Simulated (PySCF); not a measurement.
Computed shifts of a molecule CH5F3Si2, PBE/pcSseg-1 (PySCF), GIAO, gas phase, atoms alike by connectivity averaged where their shifts nearly agree, in ppm (number of nuclei): ¹³C: 0.4 (1). ²⁹Si: 19.4 (1), 10.2 (1). ¹⁹F: -179.8 (1), -182.2 (1), -259.4 (1). ¹H: 6.07 (1), 5.89 (1), 0.81 (3). References: ¹³C against TMS (σ = 182.0 ppm); ²⁹Si against TMS (σ = 335.4 ppm); ¹⁹F against CFCl3 (σ = 133.6 ppm); ¹H against TMS (σ = 31.49 ppm), references at their B3LYP-D3(BJ)/def2-TZVP geometries, non-relativistic. Geometry optimised at PBE0-D3(BJ)/def2-SVP. The values are those of a single conformer.

Q: Which structure fits?
A. C[Si@H](F)[SiH](F)F
B. F[SiH2]C(F)(F)[SiH3]
C. C[Si](F)(F)[SiH2]F
D. F[SiH2]C[SiH](F)F

A: A, C[Si@H](F)[SiH](F)F
